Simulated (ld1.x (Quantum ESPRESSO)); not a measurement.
**Before and after: TM potential for antimony**

antimony, norm-conserving Troullier–Martins (Kleinman–Bylander form), made with ld1.x (Quantum ESPRESSO) 7.5 (LDA (PZ), scalar-relativistic). Core [Kr] 4d10, reference 5s2 5p1 (charge +2). Waves: 5p (bound): rc 1.75 bohr; 5s (bound): rc 1.40 bohr. Local part: the s channel. Core correction: Bessel-smoothed model core, default radius (core density twice the valence density).

Change: wave 5s (bound): rc 1.40 bohr becomes 5s (bound): rc 2.08 bohr.

Cutoffs: the cutoffs (Ry, on a coarse ladder) from which the occupation-weighted sum of valence levels, in a spherical-Bessel basis at the reference potential, stays within 10 and 1 mRy of its value at 400 Ry; they do not see the model core or the augmentation charge, which bear on the density cutoff. Errors are all-electron minus pseudo energies relative to the spin-unpolarised reference configuration.

Problem. What does the change do?

Solution. The potential gets softer (60 Ry and 180 Ry → 30 Ry and 55 Ry); the bound ghost in p disappears; of the 9 tests that both files solve, the error grows in 3 and shrinks in 2 by more than 15 % and 0.3 meV (median size 15.9 → 13.0 meV). A larger radius leaves more room for a smooth pseudo-wave, so fewer plane waves are needed.

```tsv
quantity	base	changed
cutoff, loose	60 Ry	30 Ry
cutoff, tight	180 Ry	55 Ry
loose cutoff by channel (10 mRy a level)	p 30 Ry, s 40 Ry	p 30 Ry, s 18 Ry
bound ghosts	p	none
error for 5s2 5p3, meV [ΔE -24.77 eV]	-18	-18
error for 5s2 5p2, meV [ΔE -16.25 eV]	-5.8	-6.8
error for 5s2 5p0, meV [ΔE 24.79 eV]	-27	-34
error for 5s1 5p4, meV [ΔE -16.56 eV]	-16	-0.9
error for 5s2 5p3.3, meV [ΔE -25.98 eV]	-21	-19
error for 5s2 5p2.5, meV [ΔE -21.42 eV]	-12	-13
error for 5s1 5p3, meV [ΔE -7.44 eV]	-10.0	+1.3
error for 5s2 5p1 (spin-polarised), meV [ΔE -0.18 eV]	-1.0	-1.3
error for 5s2 5p3 (spin-polarised), meV [ΔE -25.87 eV]	-21	-18
```

 A true bound ghost makes a file unfit for plane-wave use even where its test errors are small: the radial tests pick states by their node count and pass the ghost by.
